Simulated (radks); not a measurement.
Species: Er51+. Configuration: [Ne] 3s2 3p5.

All-electron calculation, scalar-relativistic Kohn-Sham, LDA (Slater exchange, Perdew-Wang correlation), spin-polarised, spherical densities, point nucleus; open shells are filled with parallel spins first (spin-orbit coupling, left out, can overturn this in heavy ions). Program: a radial shooting solver on a logarithmic mesh with Libxc functionals.

Energy parts (eV):
part                      energy
total                 -286383.21
kinetic                315574.18
electron-nucleus      -631790.81
Hartree                 33783.02
exchange-correlation    -3949.61

Orbitals (lengths in bohr, moments of r in powers of bohr):
orbital  occ.  eigenvalue (eV)      <r>
1s up       1        -60880.30  0.02038
1s down     1        -60876.80  0.02038
2s up       1        -13074.81  0.08567
2s down     1        -13071.91  0.08566
2p up       3        -11989.79  0.07585
2p down     3        -11986.20  0.07585
3s up       1        -5103.662   0.2087
3s down     1        -5095.803   0.2087
3p up       3        -4777.176   0.2042
3p down     2        -4769.227   0.2042
3d up       0        -4452.964   0.1802
3d down     0        -4445.909   0.1802
4s up       0        -2673.408   0.3920
4s down     0        -2670.483   0.3924
4p up       0        -2540.861   0.3934
4p down     0        -2537.968   0.3938
4f up       0        -2319.120   0.3317
4f down     0        -2314.183   0.3324

The highest occupied level is 3p down at -4769.2 eV. The density falls to 0.001 e/bohr^3 at r = 0.63 bohr. For comparison, the ionisation energy in NIST's Atomic Spectra Database is 4748 eV (theoretical). In exact Kohn-Sham theory the highest level is minus the ionisation energy, but local and semilocal functionals leave it too shallow, through self-interaction and a potential that decays too fast; potentials with the right tail come closer. Spin moment in Bohr magnetons: 1. Summed over all electrons, <r^2> = 0.4004 bohr^2, which gives a Langevin (diamagnetic) susceptibility term of -0.317 x 10^-6 cm^3/mol.
